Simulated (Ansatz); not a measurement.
Born–Oppenheimer molecular dynamics of CH5BClFO (10 atoms, charge 0, multiplicity 1). It starts at the highest image of a converged band. Of that band: Neighbouring images differ by up to 1.4 eV, so the band resolves the path poorly. A vibrational analysis at the climbing image gives one clearly imaginary mode, 1286i cm⁻¹: a first-order saddle point.

The calculation used RKS PBE-D4/def2-mTZVP in Ansatz 0.2.0.

| Property | Result |
| --- | --- |
| ensemble | NVE (velocity Verlet) |
| time step | 0.5 fs |
| steps asked | 200 |
| starting velocities drawn for | 300 K |
| seed | 8729 |

First frame:

```xyz
10
Properties=species:S:1:pos:R:3
B -0.045 -0.392 0.140
C -0.005 0.024 1.885
H -0.883 -0.144 2.525
H 0.929 -0.153 2.439
H -0.019 1.097 1.647
F 1.058 0.120 -0.460
Cl -1.671 0.108 -0.562
O 0.047 -1.938 0.267
H -0.814 -2.334 0.019
H -0.055 -1.254 1.337
```

Question: What does the run give?

Answer: All steps were run.

```json
{
  "steps done": "200",
  "time covered": "100 fs",
  "mean temperature over the second half": "2093 K",
  "spread of the potential energy over the second half": "12.3 meV per atom",
  "mean potential energy of the second half above the start": "-185.4 meV per atom"
}
```

The conserved energy stayed within 0.12 meV per atom of its start (net change 0.066 meV per atom), so the integration is sound. The kinetic energy rose, since the run started high on the potential surface and went downhill. It ends in pieces (BClFHO + CH4), so much of that is their flight and rotation, not heat. A run of 0.1 ps of so small a system gives no equilibrium averages. The orbitals stay closed-shell, which can raise the energy where a bond breaks towards radicals; this wasn't checked here.

Question: What happens to the structure?

Answer: Between its relaxed ends the band would form C2–H10 and break B1–C2, O8–H10. These pairs go: C2–H10 1.39 → 1.10 Å, B1–C2 1.79 → 6.06 Å, O8–H10 1.28 → 7.77 Å. In the last frame they stand as after the step (other bonds may differ from the relaxed reactants and products). It ends as BClFHO + CH4. Pairs count as bonded within 1.25 times the sum of covalent radii (0.12 Å more for H–H). The details hang on the random start.

Question: How do temperature and energy run in time?

Answer: 
```json
{"time (fs)": "0", "T (K)": "300", "potential energy less start (eV)": "0.000", "conserved less start (meV/atom)": "0.00"}
{"time (fs)": "3", "T (K)": "247", "potential energy less start (eV)": "0.055", "conserved less start (meV/atom)": "0.06"}
{"time (fs)": "6", "T (K)": "188", "potential energy less start (eV)": "0.117", "conserved less start (meV/atom)": "0.09"}
{"time (fs)": "9", "T (K)": "230", "potential energy less start (eV)": "0.073", "conserved less start (meV/atom)": "0.03"}
{"time (fs)": "12", "T (K)": "354", "potential energy less start (eV)": "-0.055", "conserved less start (meV/atom)": "0.07"}
{"time (fs)": "15", "T (K)": "574", "potential energy less start (eV)": "-0.283", "conserved less start (meV/atom)": "0.08"}
{"time (fs)": "18", "T (K)": "891", "potential energy less start (eV)": "-0.611", "conserved less start (meV/atom)": "0.02"}
{"time (fs)": "21", "T (K)": "1217", "potential energy less start (eV)": "-0.948", "conserved less start (meV/atom)": "0.02"}
{"time (fs)": "24", "T (K)": "1483", "potential energy less start (eV)": "-1.223", "conserved less start (meV/atom)": "0.05"}
{"time (fs)": "27", "T (K)": "1772", "potential energy less start (eV)": "-1.522", "conserved less start (meV/atom)": "0.01"}
{"time (fs)": "30", "T (K)": "2081", "potential energy less start (eV)": "-1.842", "conserved less start (meV/atom)": "-0.04"}
{"time (fs)": "33", "T (K)": "2156", "potential energy less start (eV)": "-1.918", "conserved less start (meV/atom)": "0.03"}
{"time (fs)": "36", "T (K)": "2076", "potential energy less start (eV)": "-1.837", "conserved less start (meV/atom)": "0.00"}
{"time (fs)": "39", "T (K)": "1969", "potential energy less start (eV)": "-1.725", "conserved less start (meV/atom)": "0.06"}
{"time (fs)": "42", "T (K)": "2005", "potential energy less start (eV)": "-1.762", "conserved less start (meV/atom)": "0.08"}
{"time (fs)": "45", "T (K)": "2140", "potential energy less start (eV)": "-1.902", "conserved less start (meV/atom)": "-0.01"}
{"time (fs)": "48", "T (K)": "2165", "potential energy less start (eV)": "-1.929", "conserved less start (meV/atom)": "0.01"}
{"time (fs)": "51", "T (K)": "2109", "potential energy less start (eV)": "-1.869", "conserved less start (meV/atom)": "0.09"}
{"time (fs)": "54", "T (K)": "2211", "potential energy less start (eV)": "-1.976", "conserved less start (meV/atom)": "-0.01"}
{"time (fs)": "57", "T (K)": "2289", "potential energy less start (eV)": "-2.057", "conserved less start (meV/atom)": "-0.03"}
{"time (fs)": "60", "T (K)": "2190", "potential energy less start (eV)": "-1.954", "conserved less start (meV/atom)": "0.06"}
{"time (fs)": "63", "T (K)": "2094", "potential energy less start (eV)": "-1.855", "conserved less start (meV/atom)": "0.00"}
{"time (fs)": "66", "T (K)": "1993", "potential energy less start (eV)": "-1.750", "conserved less start (meV/atom)": "0.02"}
{"time (fs)": "69", "T (K)": "1941", "potential energy less start (eV)": "-1.696", "conserved less start (meV/atom)": "0.09"}
{"time (fs)": "72", "T (K)": "2008", "potential energy less start (eV)": "-1.766", "conserved less start (meV/atom)": "0.00"}
{"time (fs)": "75", "T (K)": "2035", "potential energy less start (eV)": "-1.794", "conserved less start (meV/atom)": "0.00"}
{"time (fs)": "78", "T (K)": "2013", "potential energy less start (eV)": "-1.771", "conserved less start (meV/atom)": "0.07"}
{"time (fs)": "81", "T (K)": "2031", "potential energy less start (eV)": "-1.790", "conserved less start (meV/atom)": "0.01"}
{"time (fs)": "84", "T (K)": "2104", "potential energy less start (eV)": "-1.866", "conserved less start (meV/atom)": "0.02"}
{"time (fs)": "87", "T (K)": "2269", "potential energy less start (eV)": "-2.036", "conserved less start (meV/atom)": "0.03"}
{"time (fs)": "90", "T (K)": "2311", "potential energy less start (eV)": "-2.080", "conserved less start (meV/atom)": "-0.04"}
{"time (fs)": "93", "T (K)": "2098", "potential energy less start (eV)": "-1.859", "conserved less start (meV/atom)": "0.02"}
{"time (fs)": "96", "T (K)": "1911", "potential energy less start (eV)": "-1.665", "conserved less start (meV/atom)": "0.11"}
{"time (fs)": "99", "T (K)": "1981", "potential energy less start (eV)": "-1.738", "conserved less start (meV/atom)": "0.03"}
```

Time of the run: 3 min on 4 threads of Arm Neoverse V2, with other jobs on the host, peak memory 0.23 GiB.
